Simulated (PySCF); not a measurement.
This PySCF input asks for the NMR shieldings of SMILES CC/C=C\B(Cl)Cl, C$_{4}$H$_{7}$BCl$_{2}$; the geometry comes from GFN2-xTB.

```python
import basis_set_exchange as bse
import numpy as np
from pyscf import gto, dft
from pyscf.prop import nmr

atoms = """
C    -2.183973   -0.399842    0.089395
C    -0.669093   -0.481388    0.232865
C     0.022967    0.680266   -0.393212
C     1.346225    0.904082   -0.435957
B     2.487569    0.040058    0.136184
Cl    4.123677    0.566974   -0.064999
Cl    2.242477   -1.444922    0.977182
H    -2.566086    0.499831    0.566231
H    -2.654038   -1.261123    0.556816
H    -2.468944   -0.381341   -0.959999
H    -0.302747   -1.406153   -0.220589
H    -0.398759   -0.534668    1.290721
H    -0.636626    1.405429   -0.855897
H     1.656674    1.812324   -0.940904
"""
names = dict.fromkeys(["C", "B", "Cl", "H"], "pcSseg-1")
basis = {el: gto.basis.parse(bse.get_basis(n, elements=[el], fmt="nwchem")) for el, n in names.items()}
mol = gto.M(atom=atoms, basis=basis, charge=0, verbose=0)
mf = dft.RKS(mol, xc="PBE0")
mf.grids.level = 2
mf.grids.alignment = dft.numint.BLKSIZE   # the property module wants whole blocks of grid points
mf.conv_tol = 1e-9
mf.kernel()

calc = nmr.RKS(mf)   # GIAO
C = mf.mo_coeff
Co = C[:, mf.mo_occ > 0]
resp = mf.gen_response(singlet=True, hermi=2)
def vind(x):   # induced exchange potential for any number of trial vectors
    d = np.einsum("pi,xij,qj->xpq", C, 2 * x.reshape(-1, C.shape[1], Co.shape[1]), Co, optimize=True)
    return np.einsum("xpq,pi,qj->xij", resp(d - d.transpose(0, 2, 1)), C, Co, optimize=True).ravel()
mo1, _ = nmr.rhf.solve_mo1(calc, with_cphf=vind)
sigma = calc.kernel(mo1)
for i, s in enumerate(sigma):   # ppm
    w = np.linalg.eigvalsh((s + s.T) / 2)
    print("%2d %-2s iso %8.1f  s11 %8.1f  s22 %8.1f  s33 %8.1f" % (i, mol.atom_pure_symbol(i), w.mean(), *w))
```

**Question.** Give the expected output.

**Answer.** 
```
 0 C  iso    171.1  s11    156.3  s22    170.4  s33    186.5
 1 C  iso    156.1  s11    147.3  s22    160.0  s33    161.1
 2 C  iso      7.7  s11   -113.6  s22      1.0  s33    135.6
 3 C  iso     50.5  s11    -59.7  s22     57.1  s33    154.2
 4 B  iso     49.2  s11     21.7  s22     38.1  s33     87.9
 5 Cl iso    680.3  s11    423.7  s22    757.2  s33    860.0
 6 Cl iso    678.3  s11    447.2  s22    678.2  s33    909.5
 7 H  iso     30.6  s11     26.7  s22     28.4  s33     36.6
 8 H  iso     30.4  s11     25.5  s22     28.5  s33     37.3
 9 H  iso     30.6  s11     26.7  s22     28.4  s33     36.6
10 H  iso     28.8  s11     23.0  s22     30.0  s33     33.5
11 H  iso     28.8  s11     23.0  s22     30.0  s33     33.5
12 H  iso     24.5  s11     21.3  s22     22.7  s33     29.5
13 H  iso     25.3  s11     22.8  s22     23.1  s33     29.9
```

These numbers come from an equivalent density-fitted implementation of the same equations, which agrees with the script to about 0.01 ppm for H and up to a few tenths of a ppm for heavy atoms, so last digits may differ.

Size and cost of the density-fitted run: 168 basis functions, 51 s wall time on 1 thread of an Arm Neoverse N1, shared host; peak memory 0.74 GiB.
